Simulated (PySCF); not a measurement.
Ti(SeMe)4, C4H12Se4Ti (singlet state).
Bonds: Ti1–Se2, Ti1–Se7, Ti1–Se12, Ti1–Se17, Se2–C3, Se7–C8, Se12–C13, Se17–C18. Hydrogens: H4, H5, H6 on C3; H9, H10, H11 on C8; H14, H15, H16 on C13; H19, H20, H21 on C18.

Level of theory: PBE0-D3(BJ)/def2-SVP geometry optimisation, gas phase in PySCF 2.14.0.

(1) How far are the bound atoms from Ti1?

(2) List the angles at Ti1.

(3) What is the shape at Ti1?

(4) What are the other bond lengths?

(5) Give some angles away from the centre.

(6) What are the rotational constants (commonest isotopes, rigid rotor)?

## Answers

(1) 4 atoms: Se7 2.378 Å, Se17 2.380 Å, Se2 2.381 Å, Se12 2.398 Å. The nearest atom not counted as bound is H19, at 2.54 Å.

(2) 
```json
{"angle": "Se2–Ti1–Se17", "degrees": "113.8", "distance of the outer atoms (Å)": "3.99"}
{"angle": "Se12–Ti1–Se17", "degrees": "113.6", "distance of the outer atoms (Å)": "4.00"}
{"angle": "Se7–Ti1–Se12", "degrees": "112.2", "distance of the outer atoms (Å)": "3.96"}
{"angle": "Se7–Ti1–Se17", "degrees": "106.8", "distance of the outer atoms (Å)": "3.82"}
{"angle": "Se2–Ti1–Se12", "degrees": "106.2", "distance of the outer atoms (Å)": "3.82"}
{"angle": "Se2–Ti1–Se7", "degrees": "104.0", "distance of the outer atoms (Å)": "3.75"}
```

(3) Distorted tetrahedral: angles from 104.0° to 113.8°; τ4 = (360° − α − β)/141° = 0.94 with α and β the two widest (0 for a square, 1 for a tetrahedron). The Ti–Se distances aren't all alike: 2.378 to 2.398 Å.

(4) Se2–C3 and 3 like bonds 1.967 Å. (A selection.)

(5) Ti1–Se2–C3 96.4°, Ti1–Se7–C8 93.0°, Ti1–Se12–C13 99.8°, Ti1–Se17–C18 84.4°.

(6) A = 325.4, B = 301.6, C = 300.0 MHz: an asymmetric top.

Point group: C1 (no symmetry element, even within 0.4 Å). Charge 0, singlet. Not checked by PBE0-D3(BJ)/def2-SVP frequencies.
